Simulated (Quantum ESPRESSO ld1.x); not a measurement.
Radial electron density D(r) = 4 pi r^2 rho(r) of an atom or ion with 49 electrons. Method: scalar-relativistic Kohn-Sham, LDA (Slater exchange, Perdew-Zunger correlation), spin-polarised, spherical densities, point nucleus; computed with ld1.x of Quantum ESPRESSO 7.5.

```
   r/bohr * D(r) (the largest magnitude, 88.9, reaches the edge; | marks zero)
 0.003602 |         *
 0.004193 |           *
 0.004843 |              *
 0.005638 |                 *
 0.006511 |                    *
  0.00758 |                        *
 0.008754 |                            *
  0.01019 |                                *
  0.01177 |                                   *
   0.0137 |                                       *
  0.01595 |                                         *
  0.01842 |                                          *
  0.02144 |                                         *
  0.02477 |                                        *
  0.02883 |                                      *
   0.0333 |                                    *
  0.03876 |                                    *
  0.04477 |                                      *
  0.05212 |                                         *
  0.06067 |                                               *
  0.07007 |                                                   *
  0.08157 |                                                      *
   0.0942 |                                                     *
   0.1097 |                                                *
   0.1267 |                                           *
   0.1474 |                                       *
   0.1703 |                                      *
   0.1982 |                                          *
   0.2308 |                                             *
   0.2665 |                                            *
   0.3103 |                                     *
   0.3583 |                           *
   0.4172 |                  *
   0.4818 |              *
   0.5609 |               *
   0.6477 |                *
   0.7541 |                *
   0.8778 |             *
    1.014 |         *
     1.18 |      *
    1.363 |   *
    1.587 | *
    1.833 |*
    2.133 |*
    2.464 *
    2.868 *
    3.339 *
    3.856 *
    4.489 *
    5.185 *
    6.036 *
    6.971 *
    8.115 *
```

What is the nuclear charge?

Answer. Z = 53. The innermost maximum, from 1s, lies near gamma/Z bohr with gamma = sqrt(1 - (Z/c)^2) = 0.922, here 0.0174 bohr (found: 0.0190), and its height grows with Z. The density is that of the iodine ion I4+ in [Kr] 4d10 5s2 6s1; the configuration itself is not fixed sharply by these data, and Z only to a few units. D(r) has 4 maxima, at r = 0.0190, 0.0842, 0.242, 0.696 bohr, and minima at 0.0369, 0.160, 0.514 bohr, inside which lie 1.97, 11.19, 29.05 electrons.
